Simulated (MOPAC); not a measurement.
Input file for MOPAC: AM1 on CH4GeO2 (SMILES C[O][Ge][OH]), a point of a torsion scan.

```
AM1 1SCF PRECISE CHARGE=0 THREADS=1
CH4GeO2

C     -1.01369265 1     0.15865000 1     0.37531299 1
O     -0.64717825 1    -1.03139152 1    -0.27092584 1
Ge    -0.55940315 1    -1.78027219 1    -1.88301690 1
O     -1.16105312 1    -0.51796117 1    -2.98256586 1
H     -1.80938906 1    -0.05235786 1     1.09425786 1
H     -0.14917512 1     0.55712227 1     0.91229721 1
H     -1.36939713 1     0.91697132 1    -0.33021371 1
H     -1.46146054 1     0.35874909 1    -2.75112189 1
```

Output:

```
*******************************************************************************
 **                                                                           **
 **                              MOPAC v23.2.5                                **
 **                                                                           **
 *******************************************************************************
 ** MOPAC's Digital Object Identifier: https://doi.org/10.5281/zenodo.6511958 **
 **                                                                           **
 ** Please cite the open-source release paper for use of this MOPAC version:  **
 ** J. E. Moussa and J. J. P. Stewart (2026)                                  **
 ** MOPAC: An open-source semiempirical molecular orbital program             **
 ** J. Open Source Softw., 11(119), 8025, https://doi.org/10.21105/joss.08025 **
 *******************************************************************************

                              AM1 CALCULATION RESULTS

 *******************************************************************************
 *  AM1        - The AM1 Hamiltonian to be used
 *
 *
 *
 *                 CHARGE ON SYSTEM = 0
 *
 *
 *
 *  PRECISE    - TIGHTER CRITERIA TO BE USED
 *  1SCF       - DO 1 SCF AND THEN STOP
 *  THREADS=1  - MULTI-THREADING NOT USED
 *  T=         - A TIME OF 172800.0 SECONDS REQUESTED
 *  DUMP=N     - RESTART FILE WRITTEN EVERY 7200.0 SECONDS REQUESTED
 *******************************************************************************
AM1 1SCF PRECISE CHARGE=0 THREADS=1
 CH4GeO2

   ATOM   CHEMICAL          X               Y               Z
  NUMBER   SYMBOL      (ANGSTROMS)     (ANGSTROMS)     (ANGSTROMS)

     1       C         -1.01369265  *   0.15865000  *   0.37531299  *
     2       O         -0.64717825  *  -1.03139152  *  -0.27092584  *
     3      Ge         -0.55940315  *  -1.78027219  *  -1.88301690  *
     4       O         -1.16105312  *  -0.51796117  *  -2.98256586  *
     5       H         -1.80938906  *  -0.05235786  *   1.09425786  *
     6       H         -0.14917512  *   0.55712227  *   0.91229721  *
     7       H         -1.36939713  *   0.91697132  *  -0.33021371  *
     8       H         -1.46146054  *   0.35874909  *  -2.75112189  *



          CARTESIAN COORDINATES

    NO.       ATOM           X           Y           Z

     1         C         -1.0137      0.1587      0.3753
     2         O         -0.6472     -1.0314     -0.2709
     3        Ge         -0.5594     -1.7803     -1.8830
     4         O         -1.1611     -0.5180     -2.9826
     5         H         -1.8094     -0.0524      1.0943
     6         H         -0.1492      0.5571      0.9123
     7         H         -1.3694      0.9170     -0.3302
     8         H         -1.4615      0.3587     -2.7511

  H: (AM1): M.J.S. DEWAR ET AL, J. AM. CHEM. SOC. 107 3902-3909 (1985)
  C: (AM1): M.J.S. DEWAR ET AL, J. AM. CHEM. SOC. 107 3902-3909 (1985)
  O: (AM1): M.J.S. DEWAR ET AL, J. AM. CHEM. SOC. 107 3902-3909 (1985)
 Ge: (AM1): M.J.S.Dewar and C.Jie, Organometallics, 8, 1544, (1989)

           Empirical Formula: C H4 O2 Ge  =     8 atoms



      MOLECULAR POINT GROUP   :   Cs


      RHF CALCULATION, NO. OF DOUBLY OCCUPIED LEVELS = 12


 -------------------------------------------------------------------------------
 AM1 1SCF PRECISE CHARGE=0 THREADS=1
 CH4GeO2



     1SCF WAS SPECIFIED, SO BFGS WAS NOT USED
     SCF FIELD WAS ACHIEVED


                              AM1 CALCULATION
                                                       MOPAC v23.2.5 Linux




          FINAL HEAT OF FORMATION =        -93.41663 KCAL/MOL =    -390.85519 KJ/MOL


          COSMO AREA              =        116.39 SQUARE ANGSTROMS
          COSMO VOLUME            =        104.47 CUBIC ANGSTROMS

          IONIZATION POTENTIAL    =          8.486677 EV
          HOMO LUMO ENERGIES (EV) =         -8.487 -0.077
          NO. OF FILLED LEVELS    =         12
          MOLECULAR WEIGHT        =        120.6314         POINT GROUP:  Cs

          MOLECULAR DIMENSIONS (Angstroms)

            Atom       Atom       Distance
            H     6    O     4     4.16529
            H     7   Ge     3     2.55627
            H     8    H     5     1.77138


          SCF CALCULATIONS        =          1





   ATOM   CHEMICAL          X               Y               Z
  NUMBER   SYMBOL      (ANGSTROMS)     (ANGSTROMS)     (ANGSTROMS)

     1       C         -1.01369265  *   0.15865000  *   0.37531299  *
     2       O         -0.64717825  *  -1.03139152  *  -0.27092584  *
     3      Ge         -0.55940315  *  -1.78027219  *  -1.88301690  *
     4       O         -1.16105312  *  -0.51796117  *  -2.98256586  *
     5       H         -1.80938906  *  -0.05235786  *   1.09425786  *
     6       H         -0.14917512  *   0.55712227  *   0.91229721  *
     7       H         -1.36939713  *   0.91697132  *  -0.33021371  *
     8       H         -1.46146054  *   0.35874909  *  -2.75112189  *

                             CARTESIAN COORDINATES

   1    C       -1.013692650     0.158650000     0.375312990
   2    O       -0.647178250    -1.031391520    -0.270925840
   3   Ge       -0.559403150    -1.780272190    -1.883016900
   4    O       -1.161053120    -0.517961170    -2.982565860
   5    H       -1.809389060    -0.052357860     1.094257860
   6    H       -0.149175120     0.557122270     0.912297210
   7    H       -1.369397130     0.916971320    -0.330213710
   8    H       -1.461460540     0.358749090    -2.751121890


           Empirical Formula: C H4 O2 Ge  =     8 atoms



      MOLECULAR POINT GROUP   :   Cs


                  EIGENVALUES
 -36.88899 -34.78563 -27.04255 -17.50194 -16.64166 -15.37046 -15.36503 -12.80210
 -12.31901 -11.11445 -10.82032  -8.48668  -0.07651   1.21903   2.26457   4.25570
   4.55201   4.77125   5.91238   6.48370


              NET ATOMIC CHARGES AND DIPOLE CONTRIBUTIONS

  ATOM NO.   TYPE          CHARGE      No. of ELECS.   s-Pop       p-Pop
    1          C           0.042539        3.9575     1.21021     2.74725
    2          O          -0.686138        6.6861     1.85316     4.83298
    3         Ge           0.976473        3.0235     1.68702     1.33651
    4          O          -0.698813        6.6988     1.85983     4.83899
    5          H           0.060256        0.9397     0.93974
    6          H           0.060744        0.9393     0.93926
    7          H           0.016523        0.9835     0.98348
    8          H           0.228415        0.7716     0.77159
 DIPOLE           X         Y         Z       TOTAL
 POINT-CHG.     0.920    -2.566    -0.313     2.744
 HYBRID        -1.352     3.975     1.104     4.342
 SUM           -0.432     1.409     0.792     1.673


          ATOMIC ORBITAL ELECTRON POPULATIONS

     Atom    s        px        py        pz
    1  C   1.21021   0.98255   0.82963   0.93507
    2  O   1.85316   1.82298   1.40807   1.60193
    3 Ge   1.68702   0.27640   0.68368   0.37642
    4  O   1.85983   1.81511   1.31567   1.70821
    5  H   0.93974
    6  H   0.93926
    7  H   0.98348
    8  H   0.77159

 **********************
 *                    *
 * JOB ENDED NORMALLY *
 *                    *
 **********************




 == MOPAC DONE ==
```

The run finished.

Cost: roughly 0.03 core-seconds.
